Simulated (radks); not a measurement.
Removal energies from the ruthenium ion Ru3+, [Kr] 4d(3/2: 4, 5/2: 1), by Delta-SCF beside the eigenvalue of the level emptied. All-electron calculation, Dirac Kohn-Sham, BLYP, spin-unpolarised, spherical densities, finite nucleus; Fermi nuclear charge, rms radius of each element as measured or else 0.836 A^(1/3) + 0.57 fm. Program: a radial shooting solver on a logarithmic mesh with Libxc functionals. Sub-shells are occupied by j as written (lower j first in brackets).

removed from                                  final configuration  Delta-SCF (eV)  -eigenvalue (eV)
4d5/2                                     [Kr] 4d(3/2: 4, 5/2: 0)          44.107            36.977
4d3/2                                     [Kr] 4d(3/2: 3, 5/2: 1)          44.565            37.391
4p3/2         [Ar] 3d10 4s2 4p(1/2: 2, 3/2: 3) 4d(3/2: 4, 5/2: 1)          87.752            79.312
4p1/2         [Ar] 3d10 4s2 4p(1/2: 1, 3/2: 4) 4d(3/2: 4, 5/2: 1)          91.407            82.825
